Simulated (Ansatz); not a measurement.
Born–Oppenheimer molecular dynamics of C3H11B (15 atoms, charge 0, multiplicity 1). It starts from a rough guess of a transition structure, not a stationary point.

These are results of UKS PBE0/6-31G in Ansatz 0.2.0, not measurements.

* ensemble: NVE (velocity Verlet)
* time step: 0.5 fs
* steps asked: 150
* starting velocities drawn for: 600 K
* seed: 616969

Frames 1 fs apart, positions in Å.

Velocities at 15.0 fs (Å/ps):

```
B 10.84 -13.83 9.42
C -7.06 5.04 8.34
C -2.38 3.65 -3.84
H -5.51 -8.95 -12.58
H 22.47 -1.72 1.96
H 31.70 11.05 -16.76
C -4.03 -2.57 -15.01
H 6.36 21.80 55.68
H -5.00 10.17 -3.44
H 16.35 -6.65 -15.43
H 8.45 19.69 7.62
H -15.45 -5.96 -9.93
H -24.82 7.44 17.53
H 10.23 17.94 3.93
H -0.57 10.55 -4.34
```

```xyz
15
Properties=species:S:1:pos:R:3 time_fs=15.0 energy_less_start_eV=0.058 T=568
B -0.465 1.088 0.025
C 0.396 0.059 1.053
C -0.013 -1.453 1.011
H -1.585 0.659 0.050
H -0.220 2.240 -0.011
H 0.363 0.338 -0.773
C 0.045 0.490 -1.728
H -0.004 0.531 1.954
H 1.453 0.330 1.210
H 0.306 -2.026 0.151
H 0.371 -1.911 1.933
H -1.097 -1.450 0.941
H -0.772 1.153 -1.975
H -0.259 -0.559 -2.100
H 1.050 0.776 -2.126
15
Properties=species:S:1:pos:R:3 time_fs=16.0 energy_less_start_eV=-0.159 T=695
B -0.454 1.073 0.035
C 0.388 0.065 1.061
C -0.015 -1.449 1.008
H -1.591 0.652 0.036
H -0.197 2.240 -0.010
H 0.401 0.344 -0.774
C 0.041 0.487 -1.745
H 0.001 0.550 2.012
H 1.449 0.336 1.203
H 0.325 -2.032 0.135
H 0.378 -1.893 1.939
H -1.114 -1.458 0.933
H -0.795 1.161 -1.959
H -0.247 -0.534 -2.094
H 1.044 0.787 -2.133
15
Properties=species:S:1:pos:R:3 time_fs=17.0 energy_less_start_eV=-0.283 T=769
B -0.444 1.057 0.047
C 0.380 0.072 1.071
C -0.017 -1.444 1.004
H -1.597 0.650 0.020
H -0.174 2.239 -0.008
H 0.445 0.342 -0.753
C 0.037 0.484 -1.765
H 0.005 0.560 2.066
H 1.447 0.336 1.191
H 0.348 -2.035 0.120
H 0.380 -1.879 1.941
H -1.129 -1.468 0.930
H -0.811 1.170 -1.947
H -0.231 -0.502 -2.085
H 1.028 0.799 -2.146
15
Properties=species:S:1:pos:R:3 time_fs=18.0 energy_less_start_eV=-0.255 T=754
B -0.433 1.041 0.061
C 0.371 0.080 1.081
C -0.019 -1.438 1.001
H -1.599 0.653 0.003
H -0.152 2.235 -0.006
H 0.489 0.337 -0.726
C 0.033 0.482 -1.787
H 0.011 0.559 2.110
H 1.445 0.330 1.173
H 0.371 -2.031 0.111
H 0.376 -1.869 1.939
H -1.139 -1.481 0.932
H -0.819 1.177 -1.939
H -0.217 -0.475 -2.080
H 1.005 0.813 -2.166
15
Properties=species:S:1:pos:R:3 time_fs=19.0 energy_less_start_eV=-0.236 T=744
B -0.423 1.025 0.075
C 0.362 0.089 1.094
C -0.021 -1.431 0.998
H -1.598 0.661 -0.014
H -0.132 2.225 -0.003
H 0.526 0.330 -0.705
C 0.030 0.481 -1.808
H 0.020 0.545 2.138
H 1.444 0.317 1.153
H 0.394 -2.018 0.112
H 0.368 -1.864 1.932
H -1.140 -1.495 0.937
H -0.816 1.180 -1.934
H -0.208 -0.469 -2.082
H 0.976 0.830 -2.195
15
Properties=species:S:1:pos:R:3 time_fs=20.0 energy_less_start_eV=-0.351 T=811
B -0.414 1.009 0.090
C 0.352 0.099 1.108
C -0.022 -1.424 0.995
H -1.591 0.673 -0.031
H -0.114 2.208 0.001
H 0.554 0.325 -0.700
C 0.028 0.482 -1.828
H 0.032 0.520 2.150
H 1.442 0.298 1.129
H 0.414 -1.996 0.121
H 0.357 -1.865 1.922
H -1.133 -1.512 0.944
H -0.806 1.180 -1.932
H -0.207 -0.489 -2.094
H 0.948 0.849 -2.234
15
Properties=species:S:1:pos:R:3 time_fs=21.0 energy_less_start_eV=-0.512 T=906
B -0.406 0.994 0.105
C 0.342 0.109 1.124
C -0.023 -1.416 0.992
H -1.580 0.689 -0.047
H -0.099 2.183 0.007
H 0.568 0.322 -0.714
C 0.027 0.485 -1.845
H 0.046 0.487 2.148
H 1.440 0.275 1.106
H 0.432 -1.966 0.138
H 0.343 -1.871 1.911
H -1.119 -1.529 0.953
H -0.792 1.178 -1.933
H -0.211 -0.528 -2.114
H 0.923 0.872 -2.283
15
Properties=species:S:1:pos:R:3 time_fs=22.0 energy_less_start_eV=-0.584 T=949
B -0.399 0.981 0.120
C 0.333 0.118 1.141
C -0.024 -1.408 0.989
H -1.565 0.708 -0.061
H -0.086 2.154 0.013
H 0.569 0.323 -0.750
C 0.027 0.487 -1.861
H 0.061 0.450 2.139
H 1.435 0.249 1.083
H 0.448 -1.931 0.157
H 0.329 -1.883 1.900
H -1.102 -1.546 0.961
H -0.779 1.176 -1.937
H -0.218 -0.570 -2.138
H 0.902 0.897 -2.342
15
Properties=species:S:1:pos:R:3 time_fs=23.0 energy_less_start_eV=-0.557 T=933
B -0.394 0.969 0.135
C 0.324 0.125 1.159
C -0.024 -1.399 0.988
H -1.549 0.727 -0.074
H -0.075 2.122 0.020
H 0.558 0.327 -0.807
C 0.029 0.488 -1.875
H 0.073 0.414 2.134
H 1.429 0.222 1.063
H 0.464 -1.893 0.174
H 0.316 -1.900 1.892
H -1.088 -1.563 0.966
H -0.773 1.177 -1.944
H -0.223 -0.601 -2.163
H 0.883 0.921 -2.406
15
Properties=species:S:1:pos:R:3 time_fs=24.0 energy_less_start_eV=-0.517 T=909
B -0.389 0.960 0.149
C 0.318 0.130 1.175
C -0.024 -1.390 0.988
H -1.534 0.747 -0.085
H -0.065 2.092 0.027
H 0.538 0.333 -0.880
C 0.032 0.487 -1.889
H 0.080 0.385 2.144
H 1.420 0.195 1.046
H 0.483 -1.857 0.181
H 0.304 -1.921 1.885
H -1.079 -1.580 0.968
H -0.774 1.180 -1.952
H -0.226 -0.614 -2.188
H 0.865 0.941 -2.474
15
Properties=species:S:1:pos:R:3 time_fs=25.0 energy_less_start_eV=-0.486 T=890
B -0.386 0.952 0.163
C 0.312 0.132 1.190
C -0.024 -1.380 0.990
H -1.523 0.765 -0.094
H -0.053 2.067 0.033
H 0.515 0.342 -0.960
C 0.037 0.484 -1.904
H 0.081 0.365 2.177
H 1.408 0.170 1.034
H 0.506 -1.824 0.178
H 0.296 -1.945 1.880
H -1.079 -1.597 0.966
H -0.783 1.184 -1.961
H -0.226 -0.605 -2.211
H 0.843 0.956 -2.540
15
Properties=species:S:1:pos:R:3 time_fs=26.0 energy_less_start_eV=-0.403 T=842
B -0.385 0.946 0.176
C 0.309 0.130 1.203
C -0.023 -1.370 0.993
H -1.517 0.781 -0.102
H -0.040 2.051 0.038
H 0.499 0.350 -1.029
C 0.042 0.480 -1.921
H 0.078 0.354 2.228
H 1.396 0.149 1.028
H 0.530 -1.794 0.165
H 0.290 -1.969 1.874
H -1.085 -1.611 0.957
H -0.795 1.185 -1.970
H -0.224 -0.576 -2.233
H 0.815 0.961 -2.602
```

Of the whole run (75 fs, mean temperature of the second half 1165 K): The conserved energy stayed within 0.42 meV per atom of its start (net change 0.2 meV per atom), so the integration is sound. The system heated up, since it started high on the potential surface and ran downhill. A run of 0.075 ps of so small a system gives no equilibrium averages. The orbitals stay closed-shell, which can raise the energy where a bond breaks towards radicals; this wasn't checked here. Limits of this set-up: no polarisation functions.

Time of the run: 11 min on 1 thread of Arm Neoverse V1, on a shared host, peak memory 0.17 GiB.
